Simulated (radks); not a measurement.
Spherical jellium clusters: N electrons in a uniform positive sphere of charge N and radius rs N^(1/3), rs = 4.34 bohr. Method: non-relativistic Kohn-Sham, PBE, spin-polarised, spherical densities; computed with a radial shooting solver with Libxc functionals. Levels are named by radial order and angular momentum (1s, 1p, 1d, 2s, ...), and open shells are averaged over m. Each electron was tried in the lowest free levels, single moves between levels near the top were tried too, and the lowest total energy was kept; such a search can miss a lower state. The series stops at N = 7: beyond it a trial failed or the search could not be trusted, so later rows were left out. Energies include the self-energy of the background; IP and EA are vertical (highest electron removed, lowest free level filled), at fixed background; spill-out counts the electrons outside the background radius R, and alpha is the static dipole polarisability from linear response (closed shells only). A dash means not computed or, for alpha, an open shell; in EA it means that no bound solution was reached, which is typical of self-interaction and does not show that the anion is unstable. Real open-shell clusters deform, which this model forbids.

N	open shells	2S	E(N+1) + E(N-1) - 2E(N) (eV)	EA (eV)	-e(HOMO) (eV)	spill-out (e)
1	1s(up 1, down 0)	1	-	-	2.927	0.34
2	none	0	0.849	-	2.998	0.50
3	1p(up 1, down 0)	1	-0.615	-	2.118	0.77
4	1p(up 2, down 0)	2	-0.390	-	2.582	0.93
5	1p(up 3, down 0)	3	0.460	-	2.868	1.04
6	1p(up 3, down 1)	2	-0.413	-	2.509	1.17
7	1p(up 3, down 2)	1	-	1.505	2.816	1.28

All shells are closed at N = 2 (there: 1s2); the second difference of the energy has clear peaks (12 % above both neighbours; the first and last values, which can be the largest, are not judged, and half-filled shells can peak too) at N = 5.
